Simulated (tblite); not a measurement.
Compound: C6H3F3.
Numbering: `[F:1][c:2]1[cH:3][cH:4][cH:5][c:6]([F:7])[c:8]1[F:9]` (hydrogens: H10 on C3; H11 on C4; H12 on C5)

Computed with GFN2-xTB (tblite): harmonic, unscaled wavenumbers at the GFN2-xTB geometry, gas phase. The method is semi-empirical: single wavenumbers can be off by several per cent or more.

Harmonic wavenumbers (cm⁻¹): 138.8, 230.7, 243.4, 281.6, 294.4, 446.7, 471.6, 504.2, 545.5, 548.6, 644.3, 697.1, 802.1, 811.7, 888.0, 919.1, 1001.0, 1088.6, 1166.5, 1183.3, 1219.0, 1297.8, 1313.2, 1454.3, 1488.4, 1583.6, 1587.7, 3109.5, 3119.8, 3124.4.

A = 2330, B = 1746, C = 998.1 MHz; mass 132.019 u (most abundant isotopes); point group C2v, symmetry number 2.

Task: Zero-point energy?

Result: ½Σν̃ = 16102 cm⁻¹ = 46.04 kcal/mol.

Task: Give the ideal-gas entropy at 200 K and 1 bar in the rigid-rotor, harmonic-oscillator model (classical rotation).

Result: Translation 38.59, rotation 26.19, vibration 7.74: S = 72.5 cal/(mol K).

Task: And Cp and H(200 K) − H(0)?

Result: Cp = 21.11 cal/(mol K), of which vibrations give 13.16 (their classical limit is 30 R = 59.6); H(200 K) − H(0) = 2.62 kcal/mol without the zero-point energy, 1.03 from vibrations.

Task: How do the functions run with temperature in this model?

Result: 
```csv
T (K),S (cal/(mol K)),Cp (cal/(mol K)),H − H(0) (kcal/mol),G − H(0) (kcal/mol),ln q(vib)
100,61.2,12.6,0.94,-5.18,0.25
300,82.6,29.1,5.14,-19.65,2.74
500,100.6,41.5,12.29,-38.02,6.00
800,122.6,51.8,26.47,-71.64,10.92
1000,134.7,55.8,37.25,-97.40,13.97
```

q(vib) and H(0) count from the zero-point level.

Task: What must be added to the electronic energy to get the Gibbs energy at 200 K and 1 bar?

Result: ZPE + [H(200 K) − H(0)] − T·S = 46.04 + 2.62 − 14.50 = 34.16 kcal/mol.

Task: Blend soft modes into free rotors: weight 1/[1 + (100 cm⁻¹/ν̃)⁴] for the oscillator and the rest for a rotor with moment μB/(μ + B), μ = h/(8π²ν), B = 10⁻⁴⁴ kg m². What vibrational entropy results?

Result: 7.80 cal/(mol K) in place of 7.74, which changes −T·S at 200 K by -0.01 kcal/mol.

Hindered rotation and anharmonicity are outside this model.
